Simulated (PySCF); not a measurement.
TeF3, SMILES F[Te+](F)F, charge +1. Geometry: PBE-D3(BJ)/def2-SVP. The spin state was assumed, not searched. The isomer is the one that the SMILES or the coordinates give; other isomers of the formula were not compared. The def2 effective core potentials stand for the cores of Te; spin–orbit coupling is left out.

Computed equilibrium geometry at PBE-D3(BJ)/def2-SVP (PySCF confirms it by a frequency run) as bond lengths and angles, and its point group:
point group C3v.
Atoms: Te1 F2 F3 F4. Bonded distances (Å): Te1–F2 1.890, Te1–F3 1.890, Te1–F4 1.890. Angles (°): F2–Te1–F3 96.6, F2–Te1–F4 96.6, F3–Te1–F4 96.6.
Charge +1, spin multiplicity 1.
